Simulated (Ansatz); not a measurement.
Tuning the range parameter of LC-ωPBE so that −HOMO meets the ionisation energy; basis def2-TZVP, Ansatz. System: K2H2. Total charge 0; singlet. Geometry: r2SCAN-D4/def2-TZVP. The ionised state is a doublet.

Geometry of the singlet:

| atom | x (Å) | y (Å) | z (Å) |
| --- | --- | --- | --- |
| K1 | -1.1835 | 0.2174 | 1.3321 |
| K2 | 1.1832 | -0.2187 | -1.3321 |
| H3 | -1.2609 | 0.2450 | -1.1583 |
| H4 | 1.2611 | -0.2437 | 1.1583 |

The structure comes from a short search, and lower isomers may exist.

| ω (1/bohr) | HOMO (eV) | LUMO (eV) | vertical IE (eV) | HOMO + IE (eV) |
| --- | --- | --- | --- | --- |
| 0.1 | -4.77 | 0.02 | 6.10 | 1.33 |
| 0.15 | -5.34 | 0.21 | 6.20 | 0.85 |
| 0.2 | -5.80 | 0.30 | 6.31 | 0.50 |

Q: Estimate the row for 0.3 bohr⁻¹.

A: 
```
ω (1/bohr)  HOMO (eV)  LUMO (eV)  vertical IE (eV)  HOMO + IE (eV)
       0.3      -6.46       0.38              6.50            0.04
```

Q: Where does the tuning condition hold?

A: Not within the range that was run.
